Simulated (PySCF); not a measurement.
Distorted geometries of [Tm(H2O)]3+

[Tm(H2O)]3+ (singlet in the valence; each metal's 4f electrons, 12 of them, lie in its core potential, out of spins and levels). PySCF 2.14.0, RKS r2SCAN, Tm lcecp-1-SVP with ECP58, O def2-SVP, H def2-SVP; non-relativistic Hamiltonian with scalar-relativistic core potentials where named; density fitting; no spin-orbit coupling. Relaxed geometry:

```xyz
4

Tm    0.0000    0.0000   -0.0590
O     0.0000    0.0000    2.0820
H     0.7821    0.0000    2.7164
H    -0.7821    0.0000    2.7164
```

Question: Order these distorted geometries by energy above the relaxed one, lowest first.
A.
```xyz
4

Tm    0.0091   -0.0576   -0.0640
O     0.0732   -0.0080    2.0312
H     0.7389    0.0560    2.8426
H    -0.8212    0.0095    2.6460
```
B.
```xyz
4

Tm   -0.0043    0.0284   -0.0635
O    -0.0180    0.0059    2.0723
H     0.7578   -0.0768    2.7176
H    -0.7355    0.0425    2.7294
```
C.
```xyz
4

Tm    0.1351    0.0784   -0.0173
O     0.0297   -0.0863    2.0491
H     0.8063    0.0633    2.7185
H    -0.9711   -0.0554    2.7055
```

Answer: B (0.04 eV), A (0.20 eV), C (0.55 eV).

Question: Which forces (eV/Å) act in the one that lies 0.04 eV up?

Answer: 
```
Tm  -0.05  0.02 -0.06
O    1.36 -0.15 -0.36
H    0.12  0.02 -0.31
H   -1.44  0.11  0.73
```
Forces carry noise of the integration grid, about 0.01 to 0.03 eV/Å.

No frequency check is given that shows the relaxed geometry to be a minimum. An lcecp potential fixes the number of 4f electrons, so in runs with it no electron can move into or out of that shell.
